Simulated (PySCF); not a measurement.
**Vibration and rotation of CSe**

PBE0 constants of CSe, ¹Σ⁺ (singlet), closed shell (C cc-pVTZ, Se cc-pVTZ-PP with ECP10; scalar-relativistic core potentials (PySCF 2.14); masses 12.0000 and 79.9165 u):

* ωe: 1079.0 cm⁻¹
* ωexe: 4.12 cm⁻¹
* Be: 0.57915 cm⁻¹
* αe: 0.00338 cm⁻¹
* De to C + Se: 6.03 eV

(1) What force constant and bond length do these constants imply?

(2) Estimate the centrifugal constant D from the Kratzer relation and find the Dunham coefficient a1.

Results:

(1) Reduced mass μred = 10.433 u; k = 5.8918×10⁻⁷·μred·ωe² (u, cm⁻¹, mdyn/Å) = 7.16 mdyn/Å; Re = √(16.8576/(μred·Be)) (u, cm⁻¹, Å) = 1.670 Å.

(2) D = 4Be³/ωe² = 6.67e-07 cm⁻¹; a1 = −1 − αeωe/(6Be²) = -2.81.
